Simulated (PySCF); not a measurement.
Computed shifts of a molecule C4H6Ge, PBE/pcSseg-1 run with PySCF, GIAO, gas phase, equivalent atoms averaged, in ppm (number of nuclei): ¹³C: 148.3 (1), 135.5 (1), 93.7 (1), 90.4 (1). ¹H: 6.78 (1), 6.46 (1), 4.70 (3), 3.72 (1). References: ¹³C against TMS (σ = 182.0 ppm); ⁷³Ge against GeH4 (σ = 1614.4 ppm); ¹H against TMS (σ = 31.49 ppm), references at their B3LYP-D3(BJ)/def2-TZVP geometries, non-relativistic. Coordinates come from a B3LYP-D3(BJ)/def2-SVP optimisation. The values are those of a single conformer.

Q: Identify the compound among the candidates.
A) C#C[C](=C)[GeH3]
B) C#C/C=[CH]/[GeH3]
C) C1=[CH][GeH2][CH]=C1

A: A, C#C[C](=C)[GeH3]
